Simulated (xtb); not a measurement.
C₂H₄N₃ (SMILES c1n[nH]c[nH+]1), charge +1, singlet, geometry from GFN2-xTB. Base run: GFN0-xTB (xtb).

Input for xtb:
```
$ xtb mol.xyz --gfn 0 --chrg 1 --json

# file mol.xyz
9

C     -0.72438958    -0.87288884    -0.09129060
N      0.55762667    -1.03705194    -0.15259445
N      1.09045631     0.16973986    -0.01179850
C      0.15167649     1.09037013     0.13747465
N     -1.01674140     0.44847481     0.09012567
H     -1.44403652    -1.66418423    -0.17208821
H      2.10037297     0.28380633    -0.02835101
H      0.29970022     2.14638776     0.27058309
H     -1.93914925     0.86096327     0.17262278
```

The base run was repeated with changes; each row names its change, and settings that it needs were set with it.

```csv
change,ΔE vs base (kJ/mol),HOMO-LUMO gap (eV)
base,0.00,5.05
etemp = 10000,-34.7,5.05
etemp = 3000,-0.01,5.05
etemp = 10,0.00,5.05
```
